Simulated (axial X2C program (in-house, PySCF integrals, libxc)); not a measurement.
## Excited states of InI by EOM-EE-CCSD

Computed with an axial X2C code built on PySCF integrals: two-component X2C with atomic mean-field Coulomb and Gaunt terms, Gaussian nuclei, basis I dyall-acv3z, In dyall-acv3z with contracted cores.

R = 2.783 Å (near the PBE0 minimum at charge 0 of the determinant lowest at the starting distance; the state shown can have its own minimum elsewhere).

Vertical excitation energies from the closed-shell determinant state of InI:

```csv
Ω,excitation (eV),cm⁻¹,hole of the leading pair,particle of the leading pair,weight of the pair (for Ω = 0 its time-reversed partner can hold as much again),singles weight
0⁻,2.861,23074,"43% In sσ, 24% In pσ, 24% I pσ","83% In pπ, 8% I dπ",0.48,0.96
0⁺,2.876,23200,"44% In sσ, 24% In pσ, 23% I pσ","83% In pπ, 8% I dπ",0.48,0.96
1,2.963,23899,"41% In sσ, 25% I pσ, 24% In pσ","83% In pπ, 8% I dπ",0.56,0.96
2,3.086,24888,"42% In sσ, 24% In pσ, 24% I pσ","82% In pπ, 8% I dπ",0.96,0.96
1,3.925,31660,"38% I pσ, 24% In pσ, 20% In sσ","79% In pπ, 11% I dπ",0.52,0.93
1,4.171,33641,86% I pπ,"77% In pπ, 13% I dπ",0.85,0.91
2,4.252,34296,86% I pπ,"78% In pπ, 13% I dπ",0.90,0.91
0⁻,4.308,34748,86% I pπ,"75% In pπ, 15% I dπ, 7% I pπ",0.41,0.91
3,4.372,35260,86% I pπ,"76% In pπ, 14% I dπ, 6% I pπ",0.91,0.91
```

This point took 34 s on 1 thread of Arm Neoverse N1, with other jobs on the host.

Reference electrons by ω block (each with its −ω partner): 1/2: 32, 3/2: 15, 5/2: 4. 10 electrons of InI correlated (inner shells frozen), 88 natural virtual spinors (a truncated set); levels can be off by some tenths of an eV. Roots sought by Ω: (0: 5, 1: 4, 2: 3, 3: 1); the list ends where they run out and leaves out roots under 60 % singles weight. The solver can skip a root, and states that need a further excitation, which the method places far too high, are missing though they may lie low or lowest. T1 of the reference 0.013 (Lee–Taylor). Number of frozen shells: I 4 s, 3 p, 2 d; In 4 s, 3 p, 2 d.
